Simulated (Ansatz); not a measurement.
GeH3 (SMILES [GeH3]) moved off its minimum; all values from Ansatz (a quantum-chemistry and plane-wave program), cores frozen in correlated methods. Open shells are unrestricted.
(charge 0, multiplicity 2)
```xyz
4

Ge    -0.04405    -0.06231     0.09853
H     -0.80023    -1.39840    -0.50623
H     -0.61803     1.34424    -0.43735
H      1.49755    -0.04370    -0.46576
```

**Question.** Give the forces (eV/Å), the total energy and the dipole at CCSD(T)/aug-cc-pVTZ.

**Answer.** 
```
atom      Fx      Fy      Fz
----  ------  ------  ------
Ge1    0.542  -0.137  -1.365
H2     0.491   1.149   0.477
H3     0.014  -0.838   0.341
H4    -1.046  -0.174   0.547
```
Energy -2077.2436 hartree, dipole 0.35 D.
